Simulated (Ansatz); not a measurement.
Coupled-cluster run, `[OH][Hf]12345678([OH])([C@H]9[C@@H]1[C@@H]2[C@@H]3[C@H]94)[C@H]1[C@@H]5[C@@H]6[C@@H]7[C@H]18`.

```yaml
crystal:
  periodic: [false, false, false]
  atoms:
    - {symbol: O, position_ang: [-0.674321, -0.253223, -2.245132]}
    - {symbol: Hf, position_ang: [0.044971, -0.351292, -0.392545]}
    - {symbol: O, position_ang: [0.974228, -2.110648, -0.398012]}
    - {symbol: C, position_ang: [-2.028769, -1.618012, 0.379200]}
    - {symbol: C, position_ang: [-2.494663, -0.377211, -0.092361]}
    - {symbol: C, position_ang: [-1.993385, 0.629319, 0.753641]}
    - {symbol: C, position_ang: [-1.236504, 0.002591, 1.775336]}
    - {symbol: C, position_ang: [-1.258938, -1.383181, 1.542843]}
    - {symbol: C, position_ang: [2.511356, 0.234040, -0.056498]}
    - {symbol: C, position_ang: [2.140745, 0.783570, -1.297519]}
    - {symbol: C, position_ang: [1.208884, 1.820407, -1.056372]}
    - {symbol: C, position_ang: [0.992468, 1.895102, 0.330153]}
    - {symbol: C, position_ang: [1.792072, 0.902667, 0.951106]}
    - {symbol: H, position_ang: [-0.131757, -0.061814, -3.008889]}
    - {symbol: H, position_ang: [0.513811, -2.947551, -0.354322]}
    - {symbol: H, position_ang: [-2.223328, -2.578716, -0.074812]}
    - {symbol: H, position_ang: [-3.064557, -0.219256, -0.994296]}
    - {symbol: H, position_ang: [-2.171133, 1.689712, 0.651477]}
    - {symbol: H, position_ang: [-0.733823, 0.501565, 2.590097]}
    - {symbol: H, position_ang: [-0.751271, -2.132067, 2.132469]}
    - {symbol: H, position_ang: [3.167120, -0.609867, 0.088484]}
    - {symbol: H, position_ang: [2.503270, 0.462214, -2.263040]}
    - {symbol: H, position_ang: [0.723809, 2.427872, -1.805955]}
    - {symbol: H, position_ang: [0.335588, 2.588228, 0.833774]}
    - {symbol: H, position_ang: [1.854134, 0.705550, 2.011165]}
basis:
  gaussian: {orbitals: def2-TZVPP}
correlation: {method: ccsd_t}
output: {orbitals: {seedname: orbitals}}
```

```sh
$ ansatz run in.yaml --threads 11 --pin off --events-out ev --progress --plain --max-ram 174080MiB --backend cuda --devices 0, --max-vram 75GiB
```

Output of Ansatz, abridged:

```
Functional definition: HF
3615 factors; integrals over basis functions are off by at most 1.4e-3 eV
mean field evaluation 1: about -15856.6880 eV, gradient 7.8e1 eV
mean field evaluation 2: about -15857.4393 eV, gradient 7.7e1 eV
mean field evaluation 4: about -15870.4780 eV, gradient 7.8e0 eV
mean field evaluation 8: about -15870.6732 eV, gradient 6.2e-1 eV
mean field -15870.67447324 eV, -583.2365293622 hartree, gradient 3.0e-6 eV, S^2 0.000000; 0 other end points of the search recorded, 0 dependent functions left out
12 core orbitals not correlated: weight in the atoms' cores, before any rotation towards them, 1.000 or more for the frozen orbitals, at most 0.000 for the correlated occupied ones
reference -15870.67447324 eV, -583.2365293622 hartree; 38, 38 occupied and 546, 546 virtual orbitals, 3615 factors
second order -67.22838768 eV of doubles, -0.00000000 eV of singles
cycle   1  -65.28692264 eV  change     1.9e0 eV  update   2.1e-1
cycle   2  -66.99392613 eV  change    -1.7e0 eV  update   7.7e-2
cycle   3  -67.42266897 eV  change   -4.3e-1 eV  update   3.2e-2
cycle   4  -67.42134954 eV  change    1.3e-3 eV  update   9.4e-3
cycle   5  -67.41131210 eV  change    1.0e-2 eV  update   4.1e-3
cycle   6  -67.41457247 eV  change   -3.3e-3 eV  update   1.4e-3
cycle   7  -67.41455913 eV  change    1.3e-5 eV  update   6.4e-4
cycle   8  -67.41370729 eV  change    8.5e-4 eV  update   2.0e-4
cycle   9  -67.41375616 eV  change   -4.9e-5 eV  update   7.6e-5
cycle  10  -67.41385253 eV  change   -9.6e-5 eV  update   2.4e-5
cycle  11  -67.41377966 eV  change    7.3e-5 eV  update   1.2e-5
perturbative correction -3.46909488 eV, -0.1274868855 hartree
Total energy: -15941.55734779 eV, -585.8414269555 hartree
```

It took 98 s on 11 threads of an AMD EPYC 7R13 on a shared host and a whole NVIDIA H100 80 GB, with 4 GiB of host memory at the peak.

MP2 recovers 94.8 % of the CCSD(T) correlation energy and the triples give 4.9 %; T1 = 0.0125.
